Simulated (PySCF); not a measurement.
Sn(F)3(SiH3) (F₃H₃SiSn), SMILES [F][Sn]([SiH3])([F])[F].

Coordinates come from a B3LYP-D3(BJ)/def2-SVP optimisation. The structure was generated by enumeration; whether it is a known compound was not checked. The def2 effective core potentials stand for the cores of Sn; spin–orbit coupling is left out.

Computed with PySCF with PBE/def2-TZVP.

Symmetry labels are those of the subgroup Cs that the program uses (full group C3v).

Task: List the valence orbital energies around the gap with their symmetry. (The exact figures need the calculation; the answer reports its results.)

Result: 
```
orbital  symmetry  energy (eV)
-------  --------  -----------
HOMO−7         A'        -9.97
HOMO−6         A'        -9.88
HOMO−5         A'        -9.19
HOMO−4         A"        -9.19
HOMO−3         A'        -9.01
HOMO−2         A"        -9.01
HOMO−1         A"        -8.91
HOMO           A'        -8.29
LUMO           A'        -3.18
LUMO+1         A'        -2.02
LUMO+2         A"        -2.02
LUMO+3         A'        -0.83
```
